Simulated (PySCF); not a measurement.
SMILES c1coc(C=Cc2ccco2)c1 (C10H8O2) at its GFN2-xTB optimised geometry (Å):

```
20

C      0.6606     0.0667     0.0000
C     -0.6779    -0.0744     0.0000
C     -1.5986     1.0208     0.0000
C     -2.9759     1.0208     0.0000
C     -3.3750     2.3733     0.0000
C     -2.2234     3.1018     0.0000
O     -1.1489     2.2998     0.0000
C      1.5860    -1.0241     0.0000
C      2.9633    -1.0142     0.0000
C      3.3722    -2.3637     0.0000
C      2.2258    -3.1004     0.0000
O      1.1454    -2.3063     0.0000
H      1.1021     1.0524     0.0000
H     -1.1217    -1.0590     0.0000
H     -3.6118     0.1592     0.0000
H     -4.3762     2.7529     0.0000
H     -2.0453     4.1591     0.0000
H      3.5926    -0.1478     0.0000
H      4.3762    -2.7359     0.0000
H      2.0558    -4.1591     0.0000
```

Level of theory: CAM-B3LYP/def2-SVP (PySCF). Cells within 0.4 Å of a nucleus heavier than hydrogen are left out (blank, or x).

Map of the deformation density (molecule minus spherical neutral atoms) (e/bohr³) on the plane z = 0.0 Å:

```
|222222222222222222222222222|
|222222222222222222222222222|
|222222222222222222222222222|
|222222222222222222222222222|
|222222222122222222222222222|
|222222214922222222222222222|
|222222113811222222222222222|
|22212526xx31222222222222222|
|222248xx424x422222222222222|
|222222x5003x222222222222222|
|222221572242112112222222222|
|2222223x99x2113822222222222|
|222223853258234821222222222|
|22222143112xx9xx21134122222|
|222222222138432852258222222|
|2222222222383113x99x3122222|
|222222222211211242275122222|
|222222222222222x3005x222222|
|222222222222224x424xx842222|
|22222222222222213xx62521222|
|222222222222222118311222222|
|222222222222222229412222222|
|222222222222222221222222222|
|222222222222222222222222222|
|222222222222222222222222222|
|222222222222222222222222222|
|222222222222222222222222222|
```
Scale: ten equal steps from -0.038 (start of '0') to 0.110 (end of '9'), in the order '0123456789'; x runs from -6.50 to 6.50, y from -6.50 (bottom) to 6.50 (top).
